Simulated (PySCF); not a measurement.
## Basis-set dependence of AsI at r²SCAN

PySCF, UKS reference; triplet, unpaired electrons π ↑↑; De to As + I without counterpoise correction.

```tsv
basis	relativity	functions	Re (Å)	ωe (cm⁻¹)	De (eV)	μ (D)
cc-pVDZ-PP	scalar-relativistic core potentials	46	2.512	256	2.42	-0.68
def2-SVP	scalar-relativistic core potentials	58	2.504	258	2.47	-0.52
x2c-TZVPPall	spin-free X2C	108	2.492	260	2.53	-0.48
```

(1) How does each smaller set differ from the one with most functions, x2c-TZVPPall?

A positive dipole means As(−)I(+). Spin–orbit coupling is left out, which matters for elements this heavy, above all for dissociation energies. The state is the lowest determinant that a PBE0 search found; another state may lie lower at other levels.

Results:

(1) cc-pVDZ-PP: +2.0 pm, -1.5 % in ωe, -0.11 eV in De; def2-SVP: +1.2 pm, -0.8 % in ωe, -0.06 eV in De. All at r²SCAN; the set with most functions is neither the basis-set limit nor always the best. The rows treat relativity differently, so the differences are not basis effects alone.
